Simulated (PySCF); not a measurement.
# Relaxation of singlet SbBr₃

Computed with PBE0/[Sb def2-SVP with ECP28, Br def2-SVP], scalar-relativistic core potentials, density fitting, no spin–orbit coupling, PySCF. A (50,194) grid was used.

A start displaced from a saddle point along its imaginary mode, of Cs symmetry, held to at least that symmetry:

```xyz
4
charge 0 multiplicity 1, angstrom
Sb    0.0000    0.2500   -0.4957
Br    0.0000   -0.0181    1.9985
Br    2.6303   -0.1824   -0.6195
Br   -2.6303   -0.1824   -0.6195
```

Optimiser trace:
| step | E − E(last) (kJ/mol) | largest gradient (Eh/bohr) |
| --- | --- | --- |
| 0 | 115.44 | 0.01130 |
| 1 | 88.83 | 0.01399 |
| 2 | 64.47 | 0.01895 |
| 3 | 29.20 | 0.01878 |
| 4 | 6.24 | 0.00648 |
| 5 | 0.93 | 0.00813 |
| 6 | 0.44 | 0.00513 |
| 7 | 0.03 | 0.00161 |
| 8 | 0.00 | 0.00054 |
| 9 | 0.00 | 0.00002 |

It ends at C3v with Sb–Br 2.519 Å (×3); Br–Sb–Br 98.8° (×3) (after a last refinement on a finer grid). A frequency run shows a minimum. Other isomers or separated fragments may lie lower.

Final geometry:
```xyz
4
charge 0 multiplicity 1, angstrom
Sb    0.0000    0.7875   -0.1551
Br    0.0009    0.0246    2.2454
Br    1.9116   -0.6157   -1.0047
Br   -1.9125   -0.6154   -1.0031
```

The relaxation took roughly 2.4 core-minutes on a shared host.
